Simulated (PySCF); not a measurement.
Species: C6H7NS.
Structure used (PBE0-D3(BJ)/def2-SVP), in Å, numbered top down from 1:
```xyz
15
C6H7NS angstrom
C      2.9636   -0.1846    0.0540
S      1.9443    1.2771    0.3005
C      0.3309    0.5924    0.1262
C     -0.7701    1.4574    0.2645
C     -2.0405    0.9214    0.1301
C     -2.1830   -0.4441   -0.1354
C     -1.0257   -1.2050   -0.2534
N      0.2028   -0.7037   -0.1265
H      4.0038    0.1537    0.1532
H      2.7983   -0.6117   -0.9434
H      2.7400   -0.9472    0.8111
H     -0.6172    2.5184    0.4727
H     -2.9192    1.5632    0.2317
H     -3.1661   -0.9040   -0.2480
H     -1.0874   -2.2792   -0.4616
```

Computed with PBE0-D3(BJ)/def2-SVP geometry optimisation, gas phase in PySCF 2.14.0.

Masses are those of the commonest isotopes; rigid-rotor values at the optimised geometry. The values belong to one conformer with, in the numbering `[CH3:1][S:2][c:3]1[cH:4][cH:5][cH:6][cH:7][n:8]1`, C1–S2–C3–C4 180°.

What are A, B and C (MHz)?

Ia = 117.40, Ib = 408.35, Ic = 522.53 u·Å²; 505379 MHz·u·Å²/I gives A = 4305, B = 1238, C = 967.2 MHz.

What kind of rotor is it?

An asymmetric top; Ray's κ = -0.838.

Is it planar, by Δ = Ic − Ia − Ib?

Not planar: Δ = Ic − Ia − Ib = -3.22 u·Å². For a rigid frame Δ = −2 Σ m c², so Σ m c² = 1.61 u·Å² lies off the ab plane, practically all of it from hydrogen. The atom farthest from that plane is 0.90 Å away.

Where do the levels up to J = 3 lie, in K?

Above 0(0,0), as E/k:
J = 1: 1(0,1) 0.106, 1(1,1) 0.253, 1(1,0) 0.266
J = 2: 2(0,2) 0.317, 2(1,2) 0.452, 2(1,1) 0.491, 2(2,1) 0.932, 2(2,0) 0.933
J = 3: 3(0,3) 0.631, 3(1,3) 0.749, 3(1,2) 0.827, 3(2,2) 1.250, 3(2,1) 1.254, 3(3,1) 2.019, 3(3,0) 2.019
Those of J = 1 are B + C, A + C and A + B.

Predict some low-J microwave lines.

The dipole components are |μa| = 1.13 D, |μb| = 0.01 D, |μc| = 0.00 D; the mirror of this Cs structure is the ab plane, so μc vanishes by symmetry (the 0.01 D computed is a residue) and there are no c-type lines. The squared components, which scale the intensities, stand as 1.00 : 0.00 (a : b). Some lines, for components of 0.1 D or more:

```csv
type,branch,"J(Ka,Kc)",MHz,lower level (cm⁻¹)
a,Q,"2(1,1) ← 2(1,2)",811,0.314
a,Q,"3(1,2) ← 3(1,3)",1622,0.521
a,R,"1(0,1) ← 0(0,0)",2205,0.000
a,Q,"4(1,3) ← 4(1,4)",2700,0.796
a,R,"2(1,2) ← 1(1,1)",4139,0.176
a,R,"2(0,2) ← 1(0,1)",4392,0.074
a,R,"3(1,3) ← 2(1,2)",6198,0.314
a,R,"3(0,3) ← 2(0,2)",6546,0.220
a,R,"3(2,2) ← 2(2,1)",6614,0.648
a,R,"3(2,1) ← 2(2,0)",6682,0.648
a,R,"3(1,2) ← 2(1,1)",7009,0.341
a,R,"4(1,4) ← 3(1,3)",8246,0.521
a,R,"4(0,4) ← 3(0,3)",8652,0.438
a,R,"4(2,3) ← 3(2,2)",8806,0.869
a,R,"4(3,2) ← 3(3,1)",8851,1.403
a,R,"4(3,1) ← 3(3,0)",8855,1.403
a,R,"4(2,2) ← 3(2,1)",8973,0.871
a,R,"4(1,3) ← 3(1,2)",9324,0.575
```

Estimate the classical rotational partition function at 25 K, 50 K and 298.15 K.

Point group Cs, symmetry number σ = 1; q = (√π/σ)·√((kT/h)³/(ABC)), k/h = 20836.6 MHz/K: 9280 at 25 K, 26300 at 50 K, 382000 at 298.15 K.

Stationary, but not proved a minimum. Zero-point vibration and centrifugal distortion are left out. A rigid rotor knows nothing of internal rotation, which can split or shift real lines. Quadrupole hyperfine structure (14N) is left out.
